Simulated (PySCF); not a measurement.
Computed IR spectrum (relative IR intensity) of a molecule C4H5BO2. Coordinates come from a r2SCAN-D4/def2-SVP optimisation. The values are those of a single conformer. Calculation: r2SCAN-D4/def2-SVP in PySCF. Harmonic, unscaled wavenumbers; measured fundamentals usually lie a few per cent lower.

```json
[
 {"ν (cm⁻¹)": "21", "relative intensity": "2.4"},
 {"ν (cm⁻¹)": "108", "relative intensity": "2.5"},
 {"ν (cm⁻¹)": "125", "relative intensity": "6.3"},
 {"ν (cm⁻¹)": "243", "relative intensity": "3.9"},
 {"ν (cm⁻¹)": "361", "relative intensity": "2.3"},
 {"ν (cm⁻¹)": "502", "relative intensity": "19"},
 {"ν (cm⁻¹)": "558", "relative intensity": "9.3"},
 {"ν (cm⁻¹)": "615", "relative intensity": "16"},
 {"ν (cm⁻¹)": "648", "relative intensity": "11"},
 {"ν (cm⁻¹)": "680", "relative intensity": "27"},
 {"ν (cm⁻¹)": "683", "relative intensity": "66"},
 {"ν (cm⁻¹)": "744", "relative intensity": "21"},
 {"ν (cm⁻¹)": "894", "relative intensity": "48"},
 {"ν (cm⁻¹)": "954", "relative intensity": "18"},
 {"ν (cm⁻¹)": "982", "relative intensity": "17"},
 {"ν (cm⁻¹)": "1124", "relative intensity": "100"},
 {"ν (cm⁻¹)": "1272", "relative intensity": "70"},
 {"ν (cm⁻¹)": "1342", "relative intensity": "48"},
 {"ν (cm⁻¹)": "1399", "relative intensity": "79"},
 {"ν (cm⁻¹)": "1420", "relative intensity": "24"},
 {"ν (cm⁻¹)": "1432", "relative intensity": "17"},
 {"ν (cm⁻¹)": "1757", "relative intensity": "75"},
 {"ν (cm⁻¹)": "2149", "relative intensity": "31"},
 {"ν (cm⁻¹)": "3158", "relative intensity": "4.5"},
 {"ν (cm⁻¹)": "3461", "relative intensity": "36"},
 {"ν (cm⁻¹)": "3816", "relative intensity": "49"}
]
```

Question: Which structure fits?
A. C#CB(O)C(C)=O
B. O=COB1C=CC1
C. C=C1B(C)OC1=O
D. CC#CB1OCO1

Answer: A, C#CB(O)C(C)=O
